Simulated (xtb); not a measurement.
C$_{4}$H$_{4}$S, charge +1, doublet, from a rough starting geometry (a state made from the parent by changing its charge; the spin is typed, not shown lowest); xtb with GFN2-xTB.

Here is a job for xtb.
```
$ xtb mol.xyz --gfn 2 --chrg 1 --uhf 1 --opt vtight --json

# file mol.xyz
9

C      0.54026790    -0.81602526     0.02007241
C     -0.83633320    -0.50240408     0.11711210
C     -1.03665321     0.81279463    -0.09301409
S      0.40379365     1.71385135    -0.29256060
C      1.33880758     0.29537226    -0.12633822
H      0.88775723    -1.80980584     0.17115345
H     -1.63980814    -1.22332632     0.24827393
H     -1.98911669     1.38182471    -0.03984638
H      2.31191867     0.31030373    -0.22893480
```

The log (banner, timings and long lists left out):

```
   ID    Z sym.   atoms
    1    6 C      1-3, 5
    2   16 S      4
    3    1 H      6-9

           -------------------------------------------------
          |                Calculation Setup                |
           -------------------------------------------------

           -------------------------------------------------
          |                 G F N 2 - x T B                 |
           -------------------------------------------------

          ...................................................
          :                      SETUP                      :
          :.................................................:
          :  # basis functions                  30          :
          :  # atomic orbitals                  29          :
          :  # shells                           15          :
          :  # electrons                        25          :
          :  max. iterations                   250          :
          :  Hamiltonian                  GFN2-xTB          :
          :  restarted?                      false          :
          :  GBSA solvation                  false          :
          :  PC potential                    false          :
          :  electronic temp.          300.0000000     K    :
          :  accuracy                    1.0000000          :
          :  -> integral cutoff          0.2500000E+02      :
          :  -> integral neglect         0.1000000E-07      :
          :  -> SCF convergence          0.1000000E-05 Eh   :
          :  -> wf. convergence          0.1000000E-03 e    :
          :  Broyden damping             0.4000000          :
          :  net charge                          1          :
          :  unpaired electrons                  1          :
          ...................................................

 iter      E             dE          RMSdq      gap      omega  full diag
   1    -13.4992926 -0.134993E+02  0.564E+00    4.00       0.0  T
   2    -13.4945511  0.474153E-02  0.544E+00    4.09       1.0  T
   3    -13.5142138 -0.196627E-01  0.316E+00    4.06       1.0  T
   4    -13.4791192  0.350946E-01  0.384E+00    4.20       1.0  T
   5    -13.5210315 -0.419122E-01  0.158E+00    4.16       1.0  T
   6    -13.5269270 -0.589549E-02  0.799E-01    4.19       1.0  T
   7    -13.5282710 -0.134408E-02  0.322E-01    4.16       1.0  T
   8    -13.5284440 -0.172970E-03  0.142E-01    4.17       1.0  T
   9    -13.5284834 -0.394407E-04  0.450E-02    4.17       1.0  T
  10    -13.5284898 -0.638234E-05  0.115E-02    4.17       2.9  T
  11    -13.5284896  0.245605E-06  0.198E-02    4.17       1.7  T
  12    -13.5284902 -0.596725E-06  0.856E-03    4.17       3.9  T
  13    -13.5284903 -0.121868E-06  0.960E-04    4.17      34.7  T
  14    -13.5284903 -0.182103E-08  0.488E-04    4.17      68.3  T

   *** convergence criteria satisfied after 14 iterations ***

         :::::::::::::::::::::::::::::::::::::::::::::::::::::
         ::                     SUMMARY                     ::
         :::::::::::::::::::::::::::::::::::::::::::::::::::::
         :: total energy             -13.297215730643 Eh    ::
         :: gradient norm              0.133514159884 Eh/a0 ::
         :: HOMO-LUMO gap              4.171232737743 eV    ::
         ::.................................................::
         :: SCC energy               -13.528488515155 Eh    ::
         :: -> isotropic ES            0.104658994017 Eh    ::
         :: -> anisotropic ES         -0.010713360992 Eh    ::
         :: -> anisotropic XC          0.010005137792 Eh    ::
         :: -> dispersion             -0.005433181361 Eh    ::
         :: repulsion energy           0.231272784512 Eh    ::
         :: add. restraining           0.000000000000 Eh    ::
         :: total charge               1.000000000000 e     ::
         :::::::::::::::::::::::::::::::::::::::::::::::::::::

      -----------------------------------------------------------
     |                   =====================                   |
     |                        A N C O P T                        |
     |                   =====================                   |
     |               Approximate Normal Coordinate               |
     |                Rational Function Optimizer                |
      -----------------------------------------------------------
      -----------------------------------------------------------
     |                   =====================                   |
     |                        A N C O P T                        |
     |                   =====================                   |
     |               Approximate Normal Coordinate               |
     |                Rational Function Optimizer                |
      -----------------------------------------------------------

          ...................................................
          :                      SETUP                      :
          :.................................................:
          :   optimization level         verytight          :
          :   max. optcycles                   200          :
          :   ANC micro-cycles                  20          :
          :   degrees of freedom                21          :
          :.................................................:
          :   RF solver                   davidson          :
          :   write xtbopt.log                true          :
          :   linear?                        false          :
          :   energy convergence         0.1000000E-06 Eh   :
          :   grad. convergence          0.2000000E-03 Eh/α :
          :   maxmium RF displ.          1.0000000          :
          :   Hlow (freq-cutoff)         0.1000000E-01      :
          :   Hmax (freq-cutoff)         5.0000000          :
          :   S6 in model hess.         20.0000000          :
          ...................................................

generating ANC from exact Hessian ...
[...]
 * total energy  :   -13.3083931 Eh     change       -0.2481147E-03 Eh
 * total energy  :   -13.2842034 Eh     change        0.2418968E-01 Eh
 * total energy  :   -13.3080874 Eh     change       -0.2388395E-01 Eh
 * total energy  :   -13.3087646 Eh     change       -0.6771578E-03 Eh
 * total energy  :   -13.3089306 Eh     change       -0.1659931E-03 Eh
 * total energy  :   -13.3091920 Eh     change       -0.2614131E-03 Eh
 * total energy  :   -13.3092819 Eh     change       -0.8998007E-04 Eh
 * total energy  :   -13.3093350 Eh     change       -0.5309192E-04 Eh
 * total energy  :   -13.3093439 Eh     change       -0.8910453E-05 Eh
 * total energy  :   -13.3093469 Eh     change       -0.2994451E-05 Eh
 * total energy  :   -13.3093475 Eh     change       -0.5725802E-06 Eh
 * total energy  :   -13.3093476 Eh     change       -0.1193773E-06 Eh
 * total energy  :   -13.3093476 Eh     change       -0.1568349E-07 Eh
   *** GEOMETRY OPTIMIZATION CONVERGED AFTER 17 ITERATIONS ***
[...]
         ::                     SUMMARY                     ::
         :::::::::::::::::::::::::::::::::::::::::::::::::::::
         :: total energy             -13.309347647905 Eh    ::
         :: gradient norm              0.000036789554 Eh/a0 ::
         :: HOMO-LUMO gap              3.857048802216 eV    ::
         ::.................................................::
         :: SCC energy               -13.513737563063 Eh    ::
         :: -> isotropic ES            0.104129958877 Eh    ::
         :: -> anisotropic ES         -0.012145234916 Eh    ::
         :: -> anisotropic XC          0.011069522754 Eh    ::
         :: -> dispersion             -0.005405324196 Eh    ::
         :: repulsion energy           0.204389915158 Eh    ::
         :: add. restraining           0.000000000000 Eh    ::
         :: total charge               1.000000000000 e     ::
         :::::::::::::::::::::::::::::::::::::::::::::::::::::

           -------------------------------------------------
          |                Property Printout                |
           -------------------------------------------------

    * Orbital Energies and Occupations

         #    Occupation            Energy/Eh            Energy/eV
      -------------------------------------------------------------
         1        2.0000           -0.9667386             -26.3063
         2        2.0000           -0.8754724             -23.8228
         3        2.0000           -0.8409813             -22.8843
         4        2.0000           -0.7959524             -21.6590
         5        2.0000           -0.7756703             -21.1071
         6        2.0000           -0.7530379             -20.4912
         7        2.0000           -0.7153542             -19.4658
         8        2.0000           -0.6973368             -18.9755
         9        2.0000           -0.6927502             -18.8507
        10        2.0000           -0.6813614             -18.5408
        11        2.0000           -0.6684448             -18.1893
        12        1.9966           -0.6332864             -17.2326
        13        1.0034           -0.6224828             -16.9386 (HOMO)
        14                         -0.4807388             -13.0816 (LUMO)
        15                         -0.4223368             -11.4924
        16                         -0.4032834             -10.9739
        17                         -0.3376260              -9.1873
        18                         -0.2111497              -5.7457
        19                         -0.1958055              -5.3281
        20                         -0.1730978              -4.7102
        21                         -0.0865110              -2.3541
        22                         -0.0569822              -1.5506
        23                         -0.0312251              -0.8497
        24                          0.0113187               0.3080
       ...                                ...                  ...
        29                          0.4588133              12.4849
      -------------------------------------------------------------
                  HL-Gap            0.1417439 Eh            3.8570 eV
             Fermi-level           -0.5897477 Eh          -16.0479 eV

     #   Z          covCN         q      C6AA      α(0)
     1   6 C        3.110     0.040    26.968     8.508
     2   6 C        3.040    -0.011    28.251     8.718
     3   6 C        2.939    -0.005    28.150     8.702
     4  16 S        2.236     0.425   124.913    18.811
     5   6 C        2.920    -0.021    28.521     8.758
     6   1 H        0.926     0.144     1.436     1.874
     7   1 H        0.926     0.140     1.464     1.892
     8   1 H        0.926     0.144     1.430     1.870
     9   1 H        0.926     0.144     1.431     1.871

 Mol. C6AA /au·bohr⁶  :       1377.223080
 Mol. C8AA /au·bohr⁸  :      43500.074047
 Mol. α(0) /au        :         61.002481

Wiberg/Mayer (AO) data.
largest (>0.10) Wiberg bond orders for each atom

 ---------------------------------------------------------------------------
     #   Z sym  total        # sym  WBO       # sym  WBO       # sym  WBO
 ---------------------------------------------------------------------------
     1   6 C    3.826 --     5 C    1.342     2 C    1.281     6 H    0.950
                             3 C    0.127     4 S    0.112
     2   6 C    3.975 --     3 C    1.657     1 C    1.281     7 H    0.940
     3   6 C    3.883 --     2 C    1.657     4 S    1.062     8 H    0.953
                             1 C    0.127
     4  16 S    2.860 --     5 C    1.558     3 C    1.062     1 C    0.112
     5   6 C    3.941 --     4 S    1.558     1 C    1.342     9 H    0.952
     6   1 H    0.979 --     1 C    0.950
     7   1 H    0.981 --     2 C    0.940
     8   1 H    0.979 --     3 C    0.953
     9   1 H    0.979 --     5 C    0.952
 ---------------------------------------------------------------------------

Topologies differ in total number of bonds
Writing topology from bond orders to xtbtopo.mol

molecular dipole:
                 x           y           z       tot (Debye)
 q only:        0.296       0.953      -0.191
   full:        0.299       0.855      -0.178       2.347
molecular quadrupole (traceless):
                xx          xy          yy          xz          yz          zz
 q only:        2.877       0.320       4.453      -0.795      -1.700      -7.330
  q+dip:        4.318      -0.698       4.735      -0.882      -1.895      -9.053
   full:        3.430      -0.425       3.481      -0.702      -1.450      -6.912

optimized geometry written to: xtbopt.xyz

           -------------------------------------------------
          | TOTAL ENERGY              -13.309347647905 Eh   |
          | GRADIENT NORM               0.000036789554 Eh/α |
          | HOMO-LUMO GAP               3.857048802216 eV   |
           -------------------------------------------------
```
